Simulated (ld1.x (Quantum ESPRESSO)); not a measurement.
Mo: ultrasoft pseudisation with LDA (PZ), fully relativistic reference atom.

| Quantity | Value |
| --- | --- |
| Element | Mo (Z = 42) |
| Generator | ld1.x (Quantum ESPRESSO) 7.5 |
| Type | ultrasoft |
| Functional | LDA (PZ) |
| Relativity | fully relativistic |
| Frozen core | [Ar] 3d10 4s2 |
| Valence charge | 12 |
| Reference configuration | 4p6 4d3 5s0 5p0 (charge +3) |
| Partial waves | 5s (bound, empty): rcut 2.60, rcutus 2.80 bohr; 5s channel at 0.4 Ry: rcut 2.60, rcutus 2.80 bohr; 4p (bound): rcut 1.55, rcutus 2.00 bohr; 5p (bound, empty): rcut 1.55, rcutus 2.00 bohr; 4d (bound): rcut 1.85, rcutus 1.95 bohr; 4d channel at 0.75 Ry: rcut 1.85, rcutus 1.95 bohr |
| Local potential | all-electron potential smoothed inside 2.70 bohr (lloc = -2) |
| Core correction | none |
| Augmentation charge | PSQ, radius 1.15 bohr |

Open shells are filled in proportion to 2j + 1 (rel_dist='average').

All-electron outer shells of the reference configuration (LDA (PZ), scalar-relativistic, ld1.x):

```
shell  level (eV)  outermost node (bohr)  outermost maximum (bohr)
   4s      -96.38                   0.51                      0.99
   4p      -70.13                   0.52                      1.06
   4d      -33.11                   0.52                      1.32
   5s      -26.93                   1.30                      2.46
   5p      -20.73                   1.45                      2.82
```

Problem. Is a potential produced?

Solution. No. ld1.x (Quantum ESPRESSO) 7.5 stopped with "chargeps: negative rho": the spherical valence density built from the smooth waves and the augmentation charge turned negative at some radius.
